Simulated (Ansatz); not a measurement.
Two isomers of C2H6AlBr: A = `[CH3][AlH][CH2]Br`, B = `[AlH2][CH2]CBr`.

Computed with Ansatz on PBE0-D4/def2-TZVP structures; ΔE is electronic, products minus reactants. CBS: MP2 limit from def2 TZ/QZ plus the TZ coupled-cluster correction, frozen cores. DFT in def2-TZVPP. B3LYP here is the variant with VWN-RPA as its local correlation; programs differ in this. For Br outer-core shells are correlated without core-valence functions, which leaves a few kJ/mol of doubt a bond. Scalar relativity is left out up to krypton. Each species was taken in one conformer, which may not be the lowest.

(1) Which isomer does CCSD(T)/CBS put lower? Give the gap. (Estimate.)

(2) Give E(B) − E(A) in kJ/mol with MP2/def2-TZVPP, B2PLYP, CCSD/def2-TZVPP, PBE0-D4, r2SCAN-D4, ωB97M-V, B3LYP-D4. (Estimate.)

Largest T1 diagnostic: 0.009.

Results:

(1) The calculation gave: A, by 45.3 kJ/mol.

(2) Computed: MP2/def2-TZVPP 43.8, B2PLYP 44.3, CCSD/def2-TZVPP 43.3, PBE0-D4 43.6, r2SCAN-D4 46.4, ωB97M-V 46.7, B3LYP-D4 43.9. None reverses the order clearly.

In def2-TZVPP, CCSD(T) changes the Hartree–Fock value by +4.2 kJ/mol (the triples alone add +0.1 kJ/mol) and MP2 by +4.7 kJ/mol.
